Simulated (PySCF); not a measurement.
H4F2GaNO, singlet, B3LYP/def2-SVP optimised geometry.

```
9

Ga    -0.40    -1.28     0.00
F      1.37    -1.28     0.00
F     -1.10    -1.72    -1.57
O     -1.29    -1.68     1.51
H     -1.32    -2.61     1.74
N     -0.77     0.75     0.00
H     -1.26     1.02    -0.86
H      0.09     1.28     0.07
H     -1.37     0.98     0.80
```

Density from B3LYP/def2-TZVP (PySCF) at that geometry.

Minimum of the electron density along straight lines between bonded atoms, close to the bond critical point (lines longer than 1.1 times the sum of covalent radii, or with two minima, are not listed):

| bond | length / Å | ρ at the minimum / e bohr⁻³ | ∇²ρ there / e bohr⁻⁵ | position (fraction from the first atom) |
|---|---|---|---|---|
| Ga1–F2 | 1.771 | 0.126 | 0.79 | 0.49 |
| Ga1–F3 | 1.771 | 0.126 | 0.79 | 0.49 |
| Ga1–O4 | 1.798 | 0.131 | 0.69 | 0.48 |
| O4–H5 | 0.965 | 0.354 | -2.33 | 0.80 |
| Ga1–N6 | 2.069 | 0.077 | 0.28 | 0.47 |
| N6–H7 | 1.023 | 0.330 | -1.65 | 0.74 |
| N6–H8 | 1.023 | 0.330 | -1.66 | 0.74 |
| N6–H9 | 1.023 | 0.330 | -1.65 | 0.74 |
